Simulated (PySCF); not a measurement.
## `InChI=1S/C4H6F2Si/c1-3(5)4(6)2-7/h2H,1H2,7H3/b4-2-`

Molfile (atoms numbered from 1):
```
C4H6F2Si
     RDKit          3D

 13 12  0  0  0  0  0  0  0  0999 V2000
    2.7428    0.3247    0.4279 C   0  0  0  0  0  0  0  0  0  0  0  0
    1.6847   -0.1966   -0.1933 C   0  0  0  0  0  0  0  0  0  0  0  0
    1.8285   -1.0688   -1.1898 F   0  0  0  0  0  0  0  0  0  0  0  0
    0.2850    0.0981    0.1166 C   0  0  0  0  0  0  0  0  0  0  0  0
    0.1563    0.9694    1.1210 F   0  0  0  0  0  0  0  0  0  0  0  0
   -0.7868   -0.4142   -0.4973 C   0  0  0  0  0  0  0  0  0  0  0  0
   -2.5535    0.0016   -0.0499 Si  0  0  0  0  0  4  0  0  0  0  0  0
    3.7531    0.0461    0.1263 H   0  0  0  0  0  0  0  0  0  0  0  0
    2.5946    1.0324    1.2417 H   0  0  0  0  0  0  0  0  0  0  0  0
   -0.5691   -1.1201   -1.3028 H   0  0  0  0  0  0  0  0  0  0  0  0
   -2.6825    1.4370    0.3350 H   0  0  0  0  0  0  0  0  0  0  0  0
   -3.4199   -0.2775   -1.2332 H   0  0  0  0  0  0  0  0  0  0  0  0
   -3.0235   -0.8444    1.0903 H   0  0  0  0  0  0  0  0  0  0  0  0
  1  2  2  0
  2  3  1  0
  2  4  1  0
  4  5  1  0
  4  6  2  0
  6  7  1  0
  1  8  1  0
  1  9  1  0
  6 10  1  0
  7 11  1  0
  7 12  1  0
  7 13  1  0
M  END
```

Method: TDDFT CAM-B3LYP/def2-TZVPD circular dichroism and optical rotation, one conformer, IEF-PCM methanol (non-equilibrium linear response, no local-field factor) in PySCF 2.14.0. Geometry: PBE0-D3(BJ)/def2-SVP.

No stereocentre is labelled: unless the shape is locked (an allene, a helicene, a hindered biaryl), the mirror image is equally populated and a measured rotation or CD is zero. Singlets 11 and 12 lie within 0.01 eV of each other, so their separate moments and overlaps can depend on how they mix.

(1) What is the specific rotation at 633, 589.3, 546, 436, 405, 365, 355 nm?

(2) And for the mirror image at 589.3 nm?

(3) What is the molar rotation [Φ] = [α]·M/100 of the geometry above at 589.3 nm?

Results:

(1) [α] in deg dm⁻¹ (g/mL)⁻¹:
```tsv
λ (nm)	origin-invariant length gauge	modified velocity gauge	length gauge (centre of mass)	isotropic polarisability (au)
633	-7.1	-7.6	-7.0	99.8
589.3	-9.1	-9.7	-9.0	100.7
546	-12.1	-12.7	-11.9	101.9
436	-30.6	-31.6	-30.4	107.3
405	-43.4	-44.5	-43.1	110.0
365	-74.6	-76.0	-74.2	115.5
355	-87.3	-88.8	-86.8	117.4
```

(2) +9.1 deg dm⁻¹ (g/mL)⁻¹ (origin-invariant length gauge): the same size and the opposite sign.

(3) With M = 120.17 g/mol, -11.0 deg cm² dmol⁻¹ (origin-invariant length gauge).

The first excitation lies at 5.32 eV (233 nm) with R = -5.7 × 10⁻⁴⁰ esu² cm² (velocity form).
